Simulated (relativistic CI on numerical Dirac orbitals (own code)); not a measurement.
Sensitivity of the levels of Pd¹⁶⁺ to α and to the nuclear radius

Calculated at this level of theory: Dirac-Coulomb-Breit CI, separate exchange-only KLI orbitals for each configuration, derivatives by finite differences, unscaled Slater integrals, QED left out (own radial code, finite nucleus).

Configurations in the expansion (outside the closed core [Ar] 3d10): 4s², 4s4p, 4p², 4s4d, 4d², 4s4f, 4p4d, 4f². Levels of other configurations are missing.

With x = (α/α₀)² − 1 an excitation energy changes as ω = ω₀ + qx; K = 2q/ω₀ is the relative enhancement. Terms are leading LS components, so labels can repeat. The field-shift factor is F = δν/δ⟨r²⟩ for the transition from the lowest level.

Lowest level 4s² ¹S0.

| Level | ω₀ (cm⁻¹) | q (cm⁻¹) | F (GHz/fm²) |
| --- | --- | --- | --- |
| 4s4p ³P°0 | 253973 | 13690 | -65.2 |
| 4s4p ³P°1 | 266730 | 22980 | -65.5 |
| 4s4p ³P°2 | 308687 | 72240 | -66.5 |
| 4s4p ¹P°1 | 391014 | 65130 | -67.5 |
| 4p² ³P0 | 595603 | 37740 | -133 |
| 4p² ³P1 | 633455 | 88550 | -134 |
| 4p² ¹D2 | 635922 | 88090 | -130 |
| 4p² ³P2 | 687017 | 143500 | -132 |
| 4p² ¹S0 | 744250 | 139400 | -134 |
| 4s4d ³D1 | 821500 | 77490 | -65.3 |
| 4s4d ³D2 | 825085 | 80880 | -65.4 |
| 4s4d ³D3 | 831113 | 87150 | -65.3 |
| 4s4d ¹D2 | 897770 | 87890 | -73.3 |
| 4p4d ³F°2 | 1088225 | 94160 | -133 |
| 4p4d ³F°3 | 1112935 | 116500 | -133 |
| 4p4d ¹D°2 | 1130600 | 113500 | -133 |
| 4p4d ³F°4 | 1148559 | 160000 | -133 |
| 4p4d ³D°1 | 1150237 | 101300 | -133 |
| 4p4d ¹D°2 | 1168782 | 145500 | -134 |
| 4p4d ³P°0 | 1186980 | 151800 | -134 |
| 4p4d ³D°3 | 1188998 | 144400 | -132 |
| 4p4d ³P°1 | 1189699 | 152500 | -134 |
| 4p4d ³D°2 | 1194122 | 156300 | -134 |

At this charge energies of transitions that change n are usually good to better than 1 %, and those within a shell (Δn = 0) to a few per cent.

(1) Which transition from the lowest level has the largest |K|?

Results:

(1) 4s4p ³P°2 at 308687 cm⁻¹, K = 0.468.
